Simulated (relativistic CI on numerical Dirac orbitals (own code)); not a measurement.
**Fe³⁺ in a cubic cluster: 3s photoemission with charge transfer**

Computed with a charge-transfer multiplet model of a cubic metal-ligand cluster with up to 2 ligand holes, Slater and spin-orbit integrals from Dirac-Coulomb-Breit ions, Slater integrals scaled by 0.8. The parameters are those of a tetrahedral site (10Dq negative, t2 hopping the larger). The ground state mixes d5 with configurations of k ligand holes L, whose averages lie at kΔ + k(k − 1)U_dd/2; a core hole lowers each added d electron by U_cd. 20 K, Lorentzian 1.4 eV and Gaussian 0.8 eV FWHM.

Atomic integrals in eV (Slater integrals scaled, ζ unscaled), ground: F2dd 9.587, F4dd 5.993, zeta_d 0.056; with the core hole: F2dd 10.413, F4dd 6.546, zeta_d 0.065, G2cd 10.337.

Cluster parameters (eV): Δ = 1.2, U_dd = 6.1, U_cd = 7.5, 10Dq = -0.2, 10Dq(ligand) = 0, final-state hopping factor = 1.

```csv
Case,n_d,d5,d6L,d7L2,S
"V(eg) = 0.4 eV, V(t2g) = -0.68 eV",5.10,0.90,0.10,0.00,2.50
"V(eg) = 1 eV, V(t2g) = -1.7 eV",5.35,0.67,0.31,0.02,2.50
"V(eg) = 1.3 eV, V(t2g) = -2.21 eV",5.45,0.59,0.37,0.04,2.50
```

Weights, n_d and S are thermal averages at 20 K. Binding energies count from the first peak over 30 % of the highest in each spectrum, which can be another peak from case to case. The parameters are a model scan and need not match a compound or its usual spin state. Peaks in eV (height, largest 100):
- V(eg) = 0.4 eV, V(t2g) = -0.68 eV: 0.0 (66), 3.9 (100), 10.0 (26), 12.7 (20), 16.5 (89)
- V(eg) = 1 eV, V(t2g) = -1.7 eV: 0.0 (100), 6.5 (42), 10.2 (53), 17.4 (28), 21.3 (15)
- V(eg) = 1.3 eV, V(t2g) = -2.21 eV: 0.0 (100), 8.1 (34), 9.9 (49), 19.0 (22), 24.2 (6)

For the case V(eg) = 1 eV, V(t2g) = -1.7 eV, Δ = 1.2 eV is smaller than U_dd = 6.1 eV, the charge-transfer side of the Zaanen-Sawatzky-Allen scheme. With the core hole the average of the configuration with one ligand hole lies at Δ − U_cd = -6.3 eV before mixing: it lies below the unscreened one, so the lowest final states are mostly screened and the unscreened weight appears at higher binding energy as a satellite.

With at most 2 ligand holes the space is cut while the next configuration still counts, so covalency is underestimated, and a final configuration with one more ligand hole, which can lie low, is missing from the spectra.

Without intra-shell correlation the exchange splitting of the 3s hole comes out too large.
